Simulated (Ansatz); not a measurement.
GaCl3, SMILES [Cl][Ga]([Cl])[Cl].

Coordinates come from a PBE0-D3(BJ)/def2-SVP optimisation. The isomer is the one that the SMILES or the coordinates give; other isomers of the formula were not compared.

Two levels are set side by side: PBE/def2-SVPD (Ansatz, a program for electronic structure) and CAM-B3LYP/def2-SVPD (Ansatz). Energy differences of separate SCF runs at the same geometry; the states with an electron removed or added have multiplicity 2 and 2. Differences are taken from unrounded values.

| quantity | CAM-B3LYP | PBE | PBE minus CAM-B3LYP |
|---|---|---|---|
| vertical ionisation energy (eV) | 11.96 | 11.01 | -0.95 |
| vertical electron affinity (eV) | 0.65 | 0.78 | 0.13 |
| vertical singlet–triplet gap (eV) | 5.96 | 4.95 | -1.00 |
